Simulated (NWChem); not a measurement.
SnHSCl, singlet; SMILES [SH][Sn][Cl]

```xyz
4

Sn     0.6523    -0.0102     0.0000
Cl    -0.9415    -1.7929     0.0000
S     -1.0321     1.7655     0.0000
H     -0.0946     2.7420     0.0000
```
Atoms are numbered in this order, from 1.

Low-valent species are run as closed-shell singlets; no triplet was tried in these runs. The geometry was optimised at PBE0/def2-SVP. Not confirmed as a minimum by frequencies. def2 effective core potentials on Sn; no spin-orbit coupling.

Symmetry labels are those of Cs in the frame above (b1 and b2, or b-type labels, depend on it).

Question: List the 4 lowest vertical singlet excitations from PBE/def2-SVPD with def2 effective core potentials on Sn, TDA (NWChem).

Answer: 
| state | energy (eV) | oscillator strength | symmetry | leading excitation (squared amplitude) |
|---|---|---|---|---|
| S1 | 3.36 | 0.014 | a" | HOMO → LUMO (0.94) |
| S2 | 3.86 | 0.044 | a' | HOMO−1 → LUMO (0.87) |
| S3 | 4.26 | 0.009 | a" | HOMO−2 → LUMO (0.95) |
| S4 | 4.74 | 0.007 | a' | HOMO−3 → LUMO (0.86) |
